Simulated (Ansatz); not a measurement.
Steps of a relaxation of C2H6BBr, SMILES `BCCBr` with RKS PBE-D4/def2-SVP.

```sh
$ ansatz run in.yaml --threads 4 --pin off --events-out ev --progress --plain --max-ram 10444MiB
```

```yaml
crystal:
  periodic: [false, false, false]
  atoms:
    - {symbol: B, position_ang: [-1.133900, 0.813400, -0.127500]}
    - {symbol: C, position_ang: [-0.408500, -0.534300, -0.057300]}
    - {symbol: C, position_ang: [1.040200, -0.340400, 0.273400]}
    - {symbol: Br, position_ang: [2.123500, 0.486900, -1.183500]}
    - {symbol: H, position_ang: [-1.708900, 1.175500, -1.162300]}
    - {symbol: H, position_ang: [-1.232400, 1.582900, 0.803300]}
    - {symbol: H, position_ang: [-0.473100, -1.063800, -1.021300]}
    - {symbol: H, position_ang: [-0.846500, -1.132300, 0.724600]}
    - {symbol: H, position_ang: [1.532000, -1.318400, 0.527500]}
    - {symbol: H, position_ang: [1.190700, 0.279300, 1.226100]}
basis:
  gaussian: {orbitals: def2-SVP}
hamiltonian: {xc: pbe, dispersion: d4}
relax: {f_tol: 0.03, max_steps: 200}
```

Positions (Å) and forces (eV/Å) along the path, 12 of 12 steps:

```xyz
10
step=1 energy=-72868.2705 eV
B    -1.134    0.813   -0.128   -1.111    1.111   -0.794
C    -0.408   -0.534   -0.057    0.525    0.354   -1.306
C     1.040   -0.340    0.273    1.361   -0.215    1.776
Br    2.123    0.487   -1.183   -0.408   -0.139    0.429
H    -1.709    1.175   -1.162    0.188   -0.112    0.310
H    -1.232    1.583    0.803    0.204   -0.014    0.279
H    -0.473   -1.064   -1.021   -0.158   -0.373   -0.061
H    -0.847   -1.132    0.725   -0.495   -0.754    0.909
H     1.532   -1.318    0.527   -0.004    0.381   -0.462
H     1.191    0.279    1.226   -0.102   -0.238   -1.078
10
step=2 energy=-72868.4426 eV
B    -1.158    0.832   -0.166   -0.175    0.548   -0.230
C    -0.407   -0.531   -0.072    0.246   -0.102   -0.286
C     1.050   -0.370    0.322    0.538   -0.037    0.431
Br    2.057    0.524   -1.116    0.079    0.137   -0.109
H    -1.733    1.199   -1.183   -0.016   -0.123    0.159
H    -1.176    1.591    0.790    0.058   -0.054    0.031
H    -0.478   -1.119   -1.009    0.007   -0.110    0.058
H    -0.873   -1.123    0.736   -0.302   -0.224    0.294
H     1.588   -1.337    0.482   -0.242    0.276   -0.040
H     1.212    0.283    1.220   -0.193   -0.310   -0.307
10
step=3 energy=-72868.4783 eV
B    -1.134    0.859   -0.200   -0.222   -0.061    0.093
C    -0.400   -0.531   -0.080    0.138   -0.104   -0.007
C     1.064   -0.379    0.327   -0.057   -0.105   -0.076
Br    2.057    0.584   -1.082    0.046    0.085   -0.045
H    -1.797    1.174   -1.175    0.069   -0.022    0.068
H    -1.120    1.607    0.767    0.122    0.030   -0.121
H    -0.477   -1.161   -0.992    0.010    0.037    0.074
H    -0.899   -1.098    0.751   -0.050    0.102   -0.080
H     1.594   -1.344    0.454   -0.028    0.047    0.001
H     1.195    0.238    1.233   -0.028   -0.009    0.091
10
step=4 energy=-72868.5073 eV
B    -1.146    0.843   -0.206    0.189    0.100   -0.077
C    -0.396   -0.540   -0.090    0.077    0.090    0.037
C     1.061   -0.391    0.339   -0.090    0.048   -0.140
Br    2.062    0.663   -1.018   -0.082   -0.068    0.074
H    -1.907    1.108   -1.121   -0.042   -0.076    0.110
H    -0.962    1.681    0.669   -0.036   -0.087   -0.080
H    -0.468   -1.175   -0.999   -0.042    0.025    0.065
H    -0.941   -1.081    0.730    0.035   -0.012   -0.066
H     1.604   -1.349    0.428    0.031   -0.020   -0.016
H     1.177    0.190    1.270   -0.040    0.000    0.093
10
step=5 energy=-72868.5116 eV
B    -1.129    0.846   -0.234   -0.090    0.330    0.071
C    -0.385   -0.536   -0.107    0.122    0.225    0.092
C     1.061   -0.406    0.356    0.005    0.135   -0.170
Br    2.070    0.720   -0.953   -0.113   -0.161    0.144
H    -2.049    1.025   -1.043    0.318   -0.060    0.322
H    -0.832    1.748    0.572   -0.177   -0.358   -0.396
H    -0.457   -1.176   -1.010   -0.055   -0.014    0.019
H    -0.974   -1.051    0.701    0.026   -0.060   -0.061
H     1.614   -1.363    0.406    0.014    0.022   -0.001
H     1.164    0.140    1.314   -0.050   -0.059   -0.020
10
step=6 energy=-72868.5261 eV
B    -1.131    0.850   -0.230    0.017    0.085    0.075
C    -0.385   -0.531   -0.104    0.100    0.127    0.075
C     1.062   -0.402    0.354   -0.014    0.052   -0.158
Br    2.069    0.704   -0.959   -0.056   -0.072    0.082
H    -2.026    1.034   -1.040    0.059   -0.038    0.083
H    -0.858    1.741    0.569   -0.048   -0.122   -0.152
H    -0.459   -1.168   -1.009   -0.038   -0.004    0.013
H    -0.960   -1.062    0.703   -0.009   -0.019   -0.060
H     1.611   -1.360    0.407    0.005    0.000    0.013
H     1.161    0.142    1.311   -0.018   -0.011    0.028
10
step=7 energy=-72868.5332 eV
B    -1.139    0.850   -0.222    0.019   -0.003   -0.030
C    -0.373   -0.515   -0.108   -0.010    0.062   -0.117
C     1.073   -0.401    0.346   -0.091   -0.029    0.130
Br    2.111    0.692   -0.928   -0.001   -0.001   -0.021
H    -2.082    0.987   -0.980   -0.027   -0.028    0.027
H    -0.838    1.776    0.509    0.010    0.019    0.016
H    -0.464   -1.137   -1.022    0.002   -0.022    0.002
H    -0.953   -1.064    0.682   -0.005   -0.013   -0.011
H     1.604   -1.369    0.411    0.014    0.024    0.000
H     1.144    0.129    1.315    0.089   -0.009    0.003
10
step=8 energy=-72868.5404 eV
B    -1.157    0.856   -0.220    0.086   -0.027    0.004
C    -0.360   -0.492   -0.128   -0.038    0.039    0.009
C     1.075   -0.401    0.361   -0.003    0.005   -0.016
Br    2.156    0.658   -0.905    0.038    0.027   -0.032
H    -2.170    0.931   -0.887   -0.034   -0.007    0.000
H    -0.812    1.818    0.446   -0.021   -0.022   -0.016
H    -0.431   -1.107   -1.049   -0.022    0.029   -0.025
H    -0.962   -1.065    0.628   -0.023   -0.013    0.022
H     1.586   -1.378    0.429    0.021   -0.024    0.033
H     1.159    0.129    1.328   -0.004   -0.006    0.021
10
step=9 energy=-72868.5377 eV rejected
B    -1.163    0.861   -0.226   -0.209   -0.031    0.124
C    -0.346   -0.471   -0.146   -0.043   -0.014   -0.055
C     1.083   -0.400    0.363    0.015   -0.017    0.015
Br    2.219    0.623   -0.886   -0.017   -0.008    0.006
H    -2.251    0.874   -0.795    0.227    0.035    0.035
H    -0.804    1.848    0.399   -0.015   -0.024   -0.101
H    -0.417   -1.070   -1.079    0.006    0.013   -0.009
H    -0.966   -1.061    0.586    0.026    0.024   -0.004
H     1.571   -1.388    0.457    0.010    0.006   -0.008
H     1.158    0.132    1.330   -0.001    0.016   -0.003
10
step=10 energy=-72868.5417 eV
B    -1.165    0.854   -0.212    0.028    0.041   -0.066
C    -0.354   -0.482   -0.135   -0.039   -0.009    0.025
C     1.079   -0.400    0.362    0.010   -0.008   -0.004
Br    2.188    0.640   -0.897   -0.006   -0.006    0.008
H    -2.207    0.902   -0.843    0.025   -0.006    0.045
H    -0.805    1.837    0.414   -0.031   -0.030   -0.001
H    -0.428   -1.080   -1.069   -0.001    0.015    0.001
H    -0.963   -1.070    0.606    0.013   -0.006   -0.004
H     1.580   -1.383    0.447    0.004   -0.001   -0.002
H     1.158    0.131    1.329   -0.003    0.010   -0.002
10
step=11 energy=-72868.5417 eV rejected
B    -1.164    0.853   -0.212    0.002    0.084   -0.058
C    -0.355   -0.483   -0.135   -0.026   -0.016    0.026
C     1.078   -0.400    0.363    0.014   -0.013   -0.002
Br    2.188    0.639   -0.898   -0.010   -0.007    0.010
H    -2.208    0.906   -0.839    0.026   -0.028    0.035
H    -0.805    1.838    0.412   -0.016   -0.045    0.001
H    -0.426   -1.080   -1.070   -0.003    0.014   -0.001
H    -0.962   -1.075    0.605    0.013    0.001   -0.006
H     1.580   -1.382    0.449    0.005    0.000   -0.002
H     1.157    0.133    1.329   -0.004    0.010   -0.003
10
step=12 energy=-72868.5420 eV
B    -1.163    0.855   -0.214    0.003    0.023   -0.029
C    -0.355   -0.482   -0.135   -0.017   -0.014    0.018
C     1.078   -0.401    0.363    0.011   -0.008    0.000
Br    2.188    0.639   -0.898   -0.006   -0.005    0.006
H    -2.207    0.902   -0.841    0.019   -0.001    0.026
H    -0.805    1.837    0.414   -0.018   -0.015   -0.005
H    -0.428   -1.078   -1.070    0.000    0.006   -0.004
H    -0.962   -1.073    0.606    0.007    0.005   -0.009
H     1.580   -1.383    0.448    0.002    0.001   -0.002
H     1.157    0.132    1.329   -0.001    0.007   -0.002
```

It took 14 s on 4 threads of an Arm Neoverse V1 on a shared host, with 0.15 GiB of host memory at the peak.
